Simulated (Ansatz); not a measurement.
Basis sets compared for Ge3O8H4 (the lowest singlet isomer of a short search). The state is a singlet with charge 0. Geometry PBE-D4/def2-SVP. Ansatz on 4 threads of Intel Xeon on a shared host; times are rough, and most runs start from earlier orbitals.

Cartesian coordinates in Å:
```
Ge -0.798 2.256 0.246
Ge 0.295 -0.595 0.095
Ge -0.563 1.328 -2.114
O 2.035 -1.022 0.290
O 0.026 -0.312 -1.659
O 0.424 2.494 -1.098
O 1.798 -3.013 1.528
O 2.042 -1.654 1.671
O -0.273 0.774 1.125
O -1.993 1.665 -1.014
O -0.600 -2.038 0.691
H -0.678 1.488 -3.634
H 0.803 -3.016 1.430
H -1.359 -1.743 1.231
H -1.161 3.389 1.213
```

The 6-31G sets use Cartesian d functions. B3LYP takes the VWN-RPA correlation. The structure holds 2 bonds between oxygen atoms, so isomers without such links may lie far lower. The restricted singlet is unstable towards broken spin symmetry in Hartree–Fock (as tested in another run); at PBE-D4/def2-TZVP, B3LYP-D4/6-31G, B3LYP-D4/def2-TZVP, PBE0-D4/def2-SVP and others this wasn't settled. The structure comes from a short search, and lower isomers may exist.

Binding counts from free atoms (Ge triplet, O triplet, H doublet) in the same basis, without a counterpoise term.

```tsv
level	functions	energy (Eh)	HOMO (eV)	LUMO (eV)	binding per atom (eV)	wall time
PBE-D4/def2-SVP	228	-6832.4779	-6.15	-2.33	3.89	11 s
B3LYP-D4/6-31G	167	-6834.1581	-7.97	-2.33	3.34	17 s
PBE0-D4/def2-SVP	228	-6832.5890	-8.09	-1.29	3.63	23 s
```

Problem. Estimate the rows for PBE-D4/def2-TZVP, B3LYP-D4/def2-TZVP (with forces), PBE0-D4/def2-TZVP.

Solution. 
```csv
level,functions,energy (Eh),HOMO (eV),LUMO (eV),binding per atom (eV),wall time
PBE-D4/def2-TZVP,416,-6834.0176,-6.36,-2.53,3.88,27 s
B3LYP-D4/def2-TZVP (with forces),416,-6835.6844,-7.94,-1.76,3.65,85 s
PBE0-D4/def2-TZVP,416,-6834.1291,-8.19,-1.40,3.65,89 s
```
